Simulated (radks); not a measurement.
Numerical settings for the praseodymium ion Pr2+, [Xe] 4f3. Calculated with a radial shooting solver on a logarithmic mesh with Libxc functionals: non-relativistic Kohn-Sham, r2SCAN, spin-polarised, spherical densities, point nucleus; open shells are filled with parallel spins first (spin-orbit coupling, left out, can overturn this in heavy ions); meta-GGA in the generalised Kohn-Sham scheme; relativity is left out, which matters for an element this heavy. The defaults (mesh step 0.008 in ln r, mesh end at 40 bohr or more with all orbitals vanishing there, Anderson mixing 0.5 over 9 steps, residual threshold near 1e-9 with the energy settled to 1e-9 hartree or 1e-11 of itself, here a cap of 71 iterations) give E = -8923.631 hartree and 4f at -16.930 eV in 12 iterations. Run on one thread of a shared host, so times are rough (Arm Neoverse N1): 0.28 s of CPU time, 0.28 s wall, 12 iterations on 2541 mesh points. One setting is changed at a time: mesh step in ln r 0.05; mesh step in ln r 0.003; mesh step in ln r 0.03; mesh end (bohr) 8; mesh end (bohr) 3; residual threshold 1e-05; residual threshold 0.01; mixing 1.5; linear mixing, mixing 0.05; linear mixing, mixing 1; mixing history 20; iteration cap 3. Which runs fail to converge, and which converge to a wrong energy?

Answer. Not converged within the cap: linear mixing, mixing 0.05; linear mixing, mixing 1; iteration cap 3. Settings that end as converged yet miss the energy by more than 1 mhartree: mesh step in ln r 0.05 (+0.0144 hartree); mesh end (bohr) 3 (+0.97 hartree).
